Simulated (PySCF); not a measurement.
## MSe for M along the third period

HF with double-zeta basis sets in PySCF, for the lowest determinant that a PBE0 search found; no spin–orbit coupling. De refers to high-spin ground-configuration atoms. A positive dipole means M(−)Se(+).

| M | basis | reference | state (unpaired electrons) | Re (Å) | ωe (cm⁻¹) | De (eV) | μ (D) |
| --- | --- | --- | --- | --- | --- | --- | --- |
| Na | def2-SVP | UHF | doublet (π ↑) | 2.636 | 271 | 1.37 | -9.10 |
| Mg | aug-cc-pVDZ/aug-cc-pVDZ-PP | RHF | singlet (closed shell) | 2.272 | 424 | 0.20 | -8.89 |
| Al | pcseg-1 | UHF | doublet (σ ↑) | 2.150 | 485 | 2.21 | -4.65 |
| Si | x2c-SVPall | RHF | singlet (closed shell) | 2.040 | 642 | 3.19 | -1.74 |
| Cl | x2c-SVPall | UHF | doublet (π ↑) | 2.160 | 440 | 0.93 | 1.42 |

The shortest bond is that of SiSe (2.040 Å), the longest that of NaSe (2.636 Å). SiSe is bound most strongly (3.19 eV) and MgSe least (0.20 eV).

The rows differ in basis set, which adds steps of its own.

The state changes along the series, so neighbouring rows are not always alike in their bonding.

Spin–orbit coupling is left out. Where the molecule has an RHF reference, its open-shell atoms are computed with UHF. Hartree–Fock leaves out correlation, which carries a large part of most bond energies and some tenths to 1 eV of ionisation energies. States were picked by a PBE0 search and need not be the measured ground states.
